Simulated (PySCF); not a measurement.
Vertical excitations of a molecule C2H4Cl2Si2 from TDA-PBE/def2-SVPD (PySCF), as energy in eV (oscillator strength): 5.31 (0.012), 5.37 (0.013), 5.50 (0.000), 5.66 (0.007), 5.71 (0.001), 5.99 (0.012), 6.03 (0.009), 6.22 (0.055), 6.31 (0.002), 6.46 (0.029). Lowest triplet (TDA): 4.61 eV. Geometry: B3LYP-D3(BJ)/def2-SVP. One conformer was computed; it need not be the lowest.

Problem. Which structure fits?
A) C#C[Si]([SiH3])(Cl)Cl
B) C#C[SiH2][SiH](Cl)Cl
C) ClC1=C[SiH2][Si@H]1Cl
D) Cl[SiH2]C#C[SiH2]Cl

Solution. A, C#C[Si]([SiH3])(Cl)Cl
